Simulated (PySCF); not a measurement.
H₂OSi, SMILES O[SiH] (connectivity only; charge and spin as stated), neutral, multiplicity 1. Geometry optimised at PBE0-D3(BJ)/def2-TZVP.

TDA-PBE0/def2-TZVPD (PySCF 2.14.0) puts the lowest singlet excitations at 3.37, 5.23, 6.29, 6.34, 7.15, 7.46 eV and the lowest triplet (TDA) at 1.84 eV.

What are the lowest singlet roots from EOM-CCSD/aug-cc-pVDZ in PySCF? (Estimate from the structure and the level; the computed values follow.)

3.42, 5.50, 6.34, 6.76, 7.13, 7.42 eV; triplets 2.09, 4.60, 5.95 eV. S1 differs by 0.05 eV (second minus first; roots are paired by order, and the bases may differ).
